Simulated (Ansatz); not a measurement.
Reaction (ligand exchange at the Si–N bond): `N[Si](O)(F)Br` + HBr → `O[Si](F)(Br)Br` + NH₃

Program: Ansatz. Geometries: PBE0-D4/def2-TZVP. ΔE: electronic, gas phase. CCSD(T)/CBS adds triple-zeta CCSD(T) − MP2 to the extrapolated MP2 energy (def2 sets, frozen cores). This one scheme is used for every species. Functionals use def2-TZVPP. HSE06 is defined as in plane-wave codes. For Br outer-core shells are correlated without core-valence functions, which leaves a few kJ/mol of doubt a bond. Scalar relativity is left out up to krypton. One conformer a species, not always the lowest.

Is it downhill or uphill in electronic energy at CCSD(T)/CBS, and by how much? (Estimate.)

The calculation gave: Downhill: ΔE = -4.5 kcal/mol.

What do these levels give: r2SCAN-D4, PBE0-D4, r2SCAN0-D4, HSE06-D4, ωB97X-V, B2PLYP, CAM-B3LYP, HF/def2-SVP, CCSD/def2-SVP, SCS-MP2/def2-TZVPP, HF/def2-QZVPP, SCS-MP2/def2-QZVPP? (An estimate is asked.)

Computed: r2SCAN-D4 -4.3, PBE0-D4 -4.8, r2SCAN0-D4 -4.0, HSE06-D4 -4.9, ωB97X-V -3.7, B2PLYP -3.4, CAM-B3LYP -1.9, HF/def2-SVP -0.5, CCSD/def2-SVP -1.5, SCS-MP2/def2-TZVPP -3.6, HF/def2-QZVPP -1.7, SCS-MP2/def2-QZVPP -4.3 kcal/mol.

Largest T1 diagnostic among the species: 0.009.

Leaving LDA and LC-ωPBE aside and taking each functional with its dispersion term where it has one, the values, not all of them listed here, spread over 3.2 kcal/mol, from PBE-D4 to CAM-B3LYP-D4. LDA lies +2.2 kcal/mol from PBE without D4. In def2-TZVPP, CCSD(T) changes the Hartree–Fock value by −1.2 kcal/mol (the triples alone add −0.4 kcal/mol) and MP2 by −2.6 kcal/mol.
